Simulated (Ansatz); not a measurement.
Z-matrix (Å, degrees):
```
Si
S 1 2.179
Ga 1 2.592 2 54.0
O 1 1.648 2 98.3 3 0.0
H 1 1.483 2 111.0 3 -118.7
H 1 1.483 2 111.0 3 118.7
O 3 1.759 1 164.3 2 -180.0
H 7 0.960 3 114.2 1 180.0
```

Total charge 0; spin multiplicity 1.

Question: List the CAM-B3LYP/def2-TZVPP orbital energies in eV (Ansatz). (Estimate.)

Answer: Ansatz gave: Occupied: -10140.63, -2419.66, -1802.04, -1252.19, -1109.51, -1109.41, -1109.36, -523.12, -522.35, -217.71, -162.26, -162.21, -162.13, -152.68, -146.46, -106.17, -105.96, -105.88, -101.84, -101.78, -101.75, -29.86, -28.96, -25.95, -25.87, -25.85, -25.65, -25.46, -21.56, -16.58, -15.70, -13.62, -12.71, -12.61, -12.54, -11.43, -10.56, -10.31, -9.79, -9.05. Lowest empty: -0.41, 0.46, 0.78, 1.66, 2.04, 2.71, 3.25, 3.61.
